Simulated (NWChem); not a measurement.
System meant: CH5ClSi; SMILES C[SiH2]Cl

NWChem input:

```
start job
memory heap 200 mb stack 900 mb global 1100 mb
geometry units angstroms noautosym nocenter noautoz
  Si     0.604023     0.444835     0.000000
  C     -0.738820     1.756424     0.000000
  Cl    -0.271268    -1.452805     0.000000
  H      1.467154     0.551957    -1.224771
  H      1.467154     0.551957     1.224771
  H     -1.380565     1.661423     0.898380
  H     -0.282690     2.768091     0.000000
  H     -1.380565     1.661423    -0.898380
end
basis spherical
  * library 6-31g*
end
dft
  xc m06-2x
  iterations 150
end
property
  shielding 6 1 2 3 4 6 7
end
task dft property
```

End of the output:

```
 Vector   24  Occ=0.000000D+00  E= 1.220219D-01
              MO Center=  2.7D-01,  4.8D-01,  1.6D-08, r^2= 4.1D+00
   Bfn.  Coefficient  Atom+Function         Bfn.  Coefficient  Atom+Function
  ----- ------------  ---------------      ----- ------------  ---------------
    13      1.494052  1 Si pz                52      1.035458  4 H  s
    54     -1.035458  5 H  s                  9      0.417306  1 Si pz
    56     -0.346170  6 H  s                 60      0.346170  8 H  s
    45     -0.307406  3 Cl pz                41     -0.176111  3 Cl pz
    17      0.156926  1 Si d  1               5     -0.126805  1 Si pz

 center of mass
 --------------
 x =  -0.03693764 y =  -0.23695880 z =   0.00000000

 moments of inertia (a.u.)
 ------------------
         477.294353097216          -6.251060181455           0.000000000000
          -6.251060181455         115.029703507365           0.000000000000
           0.000000000000           0.000000000000         559.110243365470

     Multipole analysis of the density
     ---------------------------------

     L   x y z        total         alpha         beta         nuclear
     -   - - -        -----         -----         ----         -------
     0   0 0 0     -0.000000    -21.000000    -21.000000     42.000000

     1   1 0 0      0.084163      0.701280      0.701280     -1.318398
     1   0 1 0      0.931413      1.161693      1.161693     -1.391972
     1   0 0 1     -0.000000     -0.000000     -0.000000      0.000000

     2   2 0 0    -25.212306    -44.443665    -44.443665     63.675024
     2   1 1 0     -0.338861      1.750074      1.750074     -3.839009
     2   1 0 1     -0.000000     -0.000000     -0.000000      0.000000
     2   0 2 0    -25.725268   -139.552675   -139.552675    253.380083
     2   0 1 1     -0.000000     -0.000000     -0.000000      0.000000
     2   0 0 2    -25.435337    -20.956652    -20.956652     16.477967

          -----------------------------------------
          Chemical Shielding Tensors (GIAO, in ppm)
          -----------------------------------------

 ------------------------------------------------------------------------
  xm06: d2 not coded                    0
 ------------------------------------------------------------------------
 ------------------------------------------------------------------------
  current input line :
    23: task dft property
 ------------------------------------------------------------------------
 ------------------------------------------------------------------------
 This error has not yet been assigned to a category
 ------------------------------------------------------------------------
 For more information see the NWChem manual at https://nwchemgit.github.io

0: xm06: d2 not coded:Received an Error in Communication
```

Question: Can this run be used? If not, why, and what is the fix?

Answer: The run crashed. Cause: this functional's second derivatives, which shieldings need, aren't coded here; the fix takes a hybrid GGA instead. This input runs:
```
start job
memory heap 200 mb stack 900 mb global 1100 mb
geometry units angstroms noautosym nocenter noautoz
  Si     0.604023     0.444835     0.000000
  C     -0.738820     1.756424     0.000000
  Cl    -0.271268    -1.452805     0.000000
  H      1.467154     0.551957    -1.224771
  H      1.467154     0.551957     1.224771
  H     -1.380565     1.661423     0.898380
  H     -0.282690     2.768091     0.000000
  H     -1.380565     1.661423    -0.898380
end
basis spherical
  * library 6-31g*
end
dft
  xc pbe0
  iterations 150
end
property
  shielding 6 1 2 3 4 6 7
end
task dft property
```
It converges to -790.49275 Ha (PBE0/6-31G* (spherical d), GIAO).
